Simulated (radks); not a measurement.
Question: Valence configurations of Ga III (all share [Ar]). All-electron calculation, Dirac Kohn-Sham, PBE, spin-unpolarised, spherical densities, point nucleus; open shells fill j = l - 1/2 first. Program: a radial shooting solver on a logarithmic mesh with Libxc functionals. Order these by energy: 3d9 4s2; 3d9.5 4p1.5; 3d9 4s1 4p1; 3d10 4p1; 3d8.5 4p2.5; 3d8.5 4s1 4p1.5; 3d10 4s1; 3d9.5 4s0.5 4p1; 3d9.5 4s1.5; 3d9.5 4s1 4p0.5.

Answer: From the lowest, in eV above it: 3d10 4s1 0.000; 3d9.5 4s1.5 7.235; 3d10 4p1 8.234; 3d9.5 4s1 4p0.5 11.495; 3d9.5 4s0.5 4p1 15.786; 3d9 4s2 15.907; 3d9.5 4p1.5 20.107; 3d9 4s1 4p1 24.778; 3d8.5 4s1 4p1.5 39.946; 3d8.5 4p2.5 49.463. NIST lists [Ar] 3d10 4s1 as the ground configuration; this level of theory agrees among the configurations tried. The energies are those of spherical spin-averaged densities, not of single terms.
